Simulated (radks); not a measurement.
Problem. Species: the fluorine ion F3+. Configuration: [He] 2s2 2p2 (the NIST ground configuration). Method: scalar-relativistic Kohn-Sham, LDA (Slater exchange, Perdew-Wang correlation), spin-unpolarised, spherical densities, finite nucleus; Fermi nuclear charge, rms radius 2.8976 fm; computed with a radial shooting solver on a logarithmic mesh with Libxc functionals. Some entries of the table are withheld. Estimate them.

orbital,occ.,eigenvalue (hartree),<1/r> (bohr^-1),r(max) (bohr)
1s,2,(1),(2),(3)
2s,2,-3.33556,(4),(5)
2p,2,-2.67719,1.571,0.6204

Solution. 
(1) 1s eigenvalue (hartree): -27.07676
(2) 1s <1/r> (bohr^-1): 8.596
(3) 1s r(max) (bohr): 0.1149
(4) 2s <1/r> (bohr^-1): 1.658
(5) 2s r(max) (bohr): 0.7193
